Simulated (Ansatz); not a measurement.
Relative stability

Two relaxed structures of AlGeNH4, closed shell (PBE0-D4/def2-TZVP; forces vanish, vibrations not checked).

A:

| atom | x (Å) | y (Å) | z (Å) |
| --- | --- | --- | --- |
| N1 | -0.6811 | -0.5182 | -0.4169 |
| Al2 | 0.2816 | 0.6616 | -1.2733 |
| Ge3 | 0.4354 | 0.1013 | 1.0095 |
| H4 | -1.4069 | -1.2159 | -0.3906 |
| H5 | 0.4548 | 1.2731 | -2.7174 |
| H6 | -0.3777 | 0.7290 | 2.1665 |
| H7 | 1.2939 | -1.0308 | 1.6221 |

B:

N1  (-0.041, -0.178, -0.412)
Al2  (0.205, -0.259, 1.363)
Ge3  (-0.312, 1.376, -1.366)
H4  (-0.036, -1.032, -0.954)
H5  (-0.435, 0.636, -2.787)
H6  (0.184, 1.112, 2.148)
H7  (0.426, -1.673, 2.039)
(Å)

Computed with Ansatz 0.2.0 (basis: def2-TZVPP); correlated methods freeze the cores. Filled d shells of the heavier atoms are correlated. The def2 sets are not built for correlating such inner shells, so the correlated values are less sure here. B3LYP uses VWN-RPA correlation.

**Question.** Which structure is lower at CCSD(T), and by how much? (Judge from chemistry; the value comes from the calculation.)

**Answer.** Computed: B, by 0.501 eV (electronic energy, against the other). By their contacts, A is AlGeNH₄ ([NH]1[AlH][GeH2]1) and B is AlGeNH₄ ([AlH2][NH][GeH]).

All methods give the same order:

```json
{"method": "PBE-D4", "E(B) − E(A) (eV)": "-0.433"}
{"method": "r2SCAN-D4", "E(B) − E(A) (eV)": "-0.387"}
{"method": "PBE0-D4", "E(B) − E(A) (eV)": "-0.420"}
{"method": "B3LYP-D4", "E(B) − E(A) (eV)": "-0.712"}
{"method": "wB97M-V", "E(B) − E(A) (eV)": "-0.625"}
{"method": "HF", "E(B) − E(A) (eV)": "-0.854"}
{"method": "MP2", "E(B) − E(A) (eV)": "-0.435"}
{"method": "CCSD", "E(B) − E(A) (eV)": "-0.556"}
{"method": "CCSD(T)", "E(B) − E(A) (eV)": "-0.501"}
```

The T1 diagnostic stays at or below 0.015.

Labels in which every atom is bracketed show which atoms are joined, not bond orders.

For scale, one of the runs: CCSD(T)/def2-TZVPP, 177 basis functions, launched by `ansatz run in.yaml --threads 2 --pin off --events-out ev --progress --plain --max-ram 4352MiB`. Hardware: 2 CPU threads of an Intel Xeon 6975P-C, shared host. Wall time 17 s; peak host memory 1.6 GiB.
